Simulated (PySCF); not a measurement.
A GIAO shielding run with PySCF 2.14.0 with density-fitted response routines (density fitting, non-relativistic, gas phase) on 1-isocyanato-1-silacyclopent-3-ene, C5H7NOSi:

```
{"job": {"kind": "nmr", "xc": "PBE0", "basis": "pcSseg-1"}, "charge": 0, "multiplicity": 1}
O      4.048815    -0.224286    -0.153125
C      3.020138     0.034133     0.306356
N      2.011104     0.327824     0.860682
Si     0.295054     0.509900     0.961557
C     -0.456307     1.267300    -0.619636
C     -1.263806     0.147690    -1.212042
C     -1.345958    -0.998846    -0.559031
C     -0.625835    -1.146311     0.750947
H      0.109872     1.232335     2.213957
H     -1.105397     2.120648    -0.417111
H      0.291073     1.614677    -1.335265
H     -1.757796     0.316783    -2.158114
H     -1.912986    -1.840496    -0.929624
H     -1.346444    -1.338595     1.547123
H      0.034058    -2.014767     0.721414
```

Hardware: 1 thread of an Arm Neoverse V1, shared host. The job also computes population analyses, field gradients, ring-centre shieldings.

Question: How large is the calculation?

Answer: 66 electrons, 178 basis functions and 939 auxiliary functions.

Question: How long does it take?

Answer: 23 s of wall time, with 14 SCF cycles and 5 response iterations. Times on a shared host scatter by some tens of per cent.
